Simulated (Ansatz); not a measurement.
Job for Ansatz (a first-principles code): U-PBE/def2-TZVPP on BClH (SMILES [BH]Cl), 2S+1 = 2.

Ansatz 0.2 input:
```yaml
crystal:
  periodic: [false, false, false]
  atoms:
    - {symbol: B, position_ang: [-1.13951287, 0.48836156, 0.04017415]}
    - {symbol: Cl, position_ang: [0.46142955, -0.13138158, -0.01063113]}
    - {symbol: H, position_ang: [-2.11692840, -0.20602127, -0.01991206]}
basis:
  gaussian:
    orbitals: def2-TZVPP
hamiltonian:
  xc: {name: PBE}
magnetization: {spin_polarized: true, initial_magnetization: 1}
accuracy: high
phonons: {}
```

The log:

```
WARN ansatz: RAYON_NUM_THREADS=1 ignored (pool sized by the plan → 1); use --threads N
Functional definition: PBE
integrals: 0.09 GiB planned
1376 factors; integrals over basis functions are off by at most 2.3e-9 eV
mean field: 0.28 GiB planned
mean field evaluation 1: about -13206.0388 eV, gradient 1.7e1 eV
mean field evaluation 2: about -13203.7687 eV, gradient 2.6e1 eV
mean field evaluation 4: about -13207.9234 eV, gradient 9.4e-1 eV
mean field evaluation 8: about -13207.9269 eV, gradient 1.4e-2 eV
mean field evaluation 16: about -13207.9269 eV, gradient 3.7e-6 eV
mean field -13207.92693063 eV, -485.3823620463 hartree, gradient 8.0e-8 eV, S^2 0.752529; 0 other end points of the search recorded, 0 dependent functions left out
the calculation of the forces begins
reference -13207.92693352 eV, -485.3823621526 hartree; 12, 11 occupied and 75, 76 virtual orbitals, 1376 factors
these checks for a lower state are left out or cut short: stability, starts, cluster_reference, orbital_swaps, neighbouring_geometries, increment
integrals: 0.09 GiB planned
1376 factors; integrals over basis functions are off by at most 2.3e-9 eV
mean field: 0.28 GiB planned
mean field evaluation 32: about -13207.9269 eV, gradient 2.4e-8 eV
mean field -13207.92688759 eV, -485.3823604646 hartree, gradient 2.4e-8 eV, S^2 0.752532; 0 other end points of the search recorded, 0 dependent functions left out
the calculation of the forces begins
reference -13207.92689048 eV, -485.3823605709 hartree; 12, 11 occupied and 75, 76 virtual orbitals, 1376 factors
these checks for a lower state are left out or cut short: stability, starts, cluster_reference, orbital_swaps, neighbouring_geometries, increment
integrals: 0.09 GiB planned
1376 factors; integrals over basis functions are off by at most 2.3e-9 eV
mean field: 0.28 GiB planned
mean field -13207.92688761 eV, -485.3823604652 hartree, gradient 2.2e-8 eV, S^2 0.752526; 0 other end points of the search recorded, 0 dependent functions left out
the calculation of the forces begins
reference -13207.92689050 eV, -485.3823605716 hartree; 12, 11 occupied and 75, 76 virtual orbitals, 1376 factors
these checks for a lower state are left out or cut short: stability, starts, cluster_reference, orbital_swaps, neighbouring_geometries, increment
integrals: 0.09 GiB planned
1376 factors; integrals over basis functions are off by at most 2.3e-9 eV
mean field: 0.28 GiB planned
mean field -13207.92687551 eV, -485.3823600207 hartree, gradient 2.4e-8 eV, S^2 0.752527; 0 other end points of the search recorded, 0 dependent functions left out
the calculation of the forces begins
reference -13207.92687841 eV, -485.3823601271 hartree; 12, 11 occupied and 75, 76 virtual orbitals, 1376 factors
these checks for a lower state are left out or cut short: stability, starts, cluster_reference, orbital_swaps, neighbouring_geometries, increment
integrals: 0.09 GiB planned
1376 factors; integrals over basis functions are off by at most 2.3e-9 eV
mean field: 0.28 GiB planned
mean field -13207.92687560 eV, -485.3823600241 hartree, gradient 2.7e-8 eV, S^2 0.752531; 0 other end points of the search recorded, 0 dependent functions left out
the calculation of the forces begins
reference -13207.92687850 eV, -485.3823601304 hartree; 12, 11 occupied and 75, 76 virtual orbitals, 1376 factors
these checks for a lower state are left out or cut short: stability, starts, cluster_reference, orbital_swaps, neighbouring_geometries, increment
integrals: 0.09 GiB planned
1376 factors; integrals over basis functions are off by at most 2.3e-9 eV
mean field: 0.28 GiB planned
mean field evaluation 64: about -13207.9269 eV, gradient 4.6e-5 eV
mean field -13207.92691942 eV, -485.3823616344 hartree, gradient 1.9e-8 eV, S^2 0.752527; 0 other end points of the search recorded, 0 dependent functions left out
the calculation of the forces begins
reference -13207.92692232 eV, -485.3823617408 hartree; 12, 11 occupied and 75, 76 virtual orbitals, 1376 factors
these checks for a lower state are left out or cut short: stability, starts, cluster_reference, orbital_swaps, neighbouring_geometries, increment
integrals: 0.09 GiB planned
1376 factors; integrals over basis functions are off by at most 2.3e-9 eV
mean field: 0.28 GiB planned
mean field -13207.92691939 eV, -485.3823616332 hartree, gradient 2.0e-8 eV, S^2 0.752531; 0 other end points of the search recorded, 0 dependent functions left out
the calculation of the forces begins
reference -13207.92692229 eV, -485.3823617396 hartree; 12, 11 occupied and 75, 76 virtual orbitals, 1376 factors
these checks for a lower state are left out or cut short: stability, starts, cluster_reference, orbital_swaps, neighbouring_geometries, increment
integrals: 0.09 GiB planned
1376 factors; integrals over basis functions are off by at most 2.3e-9 eV
mean field: 0.28 GiB planned
mean field -13207.92689709 eV, -485.3823608136 hartree, gradient 2.4e-8 eV, S^2 0.752531; 0 other end points of the search recorded, 0 dependent functions left out
the calculation of the forces begins
reference -13207.92689998 eV, -485.3823609200 hartree; 12, 11 occupied and 75, 76 virtual orbitals, 1376 factors
these checks for a lower state are left out or cut short: stability, starts, cluster_reference, orbital_swaps, neighbouring_geometries, increment
integrals: 0.09 GiB planned
1376 factors; integrals over basis functions are off by at most 2.3e-9 eV
mean field: 0.28 GiB planned
mean field evaluation 96: about -13207.9269 eV, gradient 2.2e-8 eV
mean field -13207.92689705 eV, -485.3823608121 hartree, gradient 2.2e-8 eV, S^2 0.752527; 0 other end points of the search recorded, 0 dependent functions left out
the calculation of the forces begins
reference -13207.92689994 eV, -485.3823609184 hartree; 12, 11 occupied and 75, 76 virtual orbitals, 1376 factors
these checks for a lower state are left out or cut short: stability, starts, cluster_reference, orbital_swaps, neighbouring_geometries, increment
integrals: 0.09 GiB planned
1376 factors; integrals over basis functions are off by at most 2.3e-9 eV
mean field: 0.28 GiB planned
mean field -13207.92690356 eV, -485.3823610513 hartree, gradient 8.2e-8 eV, S^2 0.752528; 0 other end points of the search recorded, 0 dependent functions left out
the calculation of the forces begins
reference -13207.92690645 eV, -485.3823611577 hartree; 12, 11 occupied and 75, 76 virtual orbitals, 1376 factors
these checks for a lower state are left out or cut short: stability, starts, cluster_reference, orbital_swaps, neighbouring_geometries, increment
integrals: 0.09 GiB planned
1376 factors; integrals over basis functions are off by at most 2.3e-9 eV
mean field: 0.28 GiB planned
mean field -13207.92690357 eV, -485.3823610518 hartree, gradient 8.4e-8 eV, S^2 0.752530; 0 other end points of the search recorded, 0 dependent functions left out
the calculation of the forces begins
reference -13207.92690647 eV, -485.3823611582 hartree; 12, 11 occupied and 75, 76 virtual orbitals, 1376 factors
these checks for a lower state are left out or cut short: stability, starts, cluster_reference, orbital_swaps, neighbouring_geometries, increment
integrals: 0.09 GiB planned
1376 factors; integrals over basis functions are off by at most 2.3e-9 eV
mean field: 0.28 GiB planned
mean field -13207.92690582 eV, -485.3823611345 hartree, gradient 7.4e-8 eV, S^2 0.752529; 0 other end points of the search recorded, 0 dependent functions left out
the calculation of the forces begins
reference -13207.92690871 eV, -485.3823612409 hartree; 12, 11 occupied and 75, 76 virtual orbitals, 1376 factors
these checks for a lower state are left out or cut short: stability, starts, cluster_reference, orbital_swaps, neighbouring_geometries, increment
integrals: 0.09 GiB planned
1376 factors; integrals over basis functions are off by at most 2.3e-9 eV
mean field: 0.28 GiB planned
mean field -13207.92690577 eV, -485.3823611326 hartree, gradient 8.1e-8 eV, S^2 0.752529; 0 other end points of the search recorded, 0 dependent functions left out
the calculation of the forces begins
reference -13207.92690866 eV, -485.3823612390 hartree; 12, 11 occupied and 75, 76 virtual orbitals, 1376 factors
Total energy: -13207.92693352 eV, -485.3823621526 hartree
Atom 0 at    -1.139513     0.488362     0.040174 Å, force     0.000000    -0.000002    -0.000000 eV/Å
Atom 1 at     0.461430    -0.131382    -0.010631 Å, force    -0.000019     0.000000     0.000000 eV/Å
Atom 2 at    -2.116928    -0.206021    -0.019912 Å, force     0.000018     0.000002     0.000000 eV/Å
Dipole moment:    -0.001804    -0.113029    -0.009601 e Å
Vibrations: 820.91 883.17 2568.26 cm⁻¹, zero-point energy 0.264852 eV
```

Self-consistency was reached.

Cost: about 28 core-seconds (a rough figure).
